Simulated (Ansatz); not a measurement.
CH₅NOSi, SMILES `O=CN[SiH3]`, relaxed with RKS PBE0-D4/def2-TZVP in Ansatz from a PBE-D4/def2-SVP geometry. The force threshold is 0.005 eV/Å; the program also tests the step.

The species carries charge 0 and has multiplicity 1.

Start:

```xyz
9

O     0.886   -0.078   -1.780
C     0.221   -0.908   -1.174
N    -0.314   -0.664    0.064
Si   -0.023    0.937    0.813
H    -0.004   -1.934   -1.582
H    -0.859   -1.409    0.508
H     1.440    1.167    1.041
H    -0.608    2.036   -0.020
H    -0.740    0.854    2.130
```

**Question.** How much energy does the relaxation release, and in how many steps? (An estimate is asked.)

**Answer.** The calculation gave: 4.93 kJ/mol, in 6 steps.

**Question.** Which bonds change most? (Best estimate.)

**Answer.** Computed: N3–Si4 from 1.792 to 1.760 Å; C2–H5 from 1.127 to 1.105 Å; Si4–H7 from 1.498 to 1.480 Å; Si4–H8 from 1.498 to 1.480 Å.

**Question.** Give the relaxed structure. (Estimate.)

**Answer.** The calculation gave: 
```xyz
9

O     0.877   -0.087   -1.767
C     0.218   -0.900   -1.160
N    -0.308   -0.647    0.064
Si   -0.024    0.924    0.805
H    -0.002   -1.907   -1.561
H    -0.844   -1.379    0.501
H     1.421    1.149    1.029
H    -0.604    2.008   -0.019
H    -0.734    0.839    2.107
```
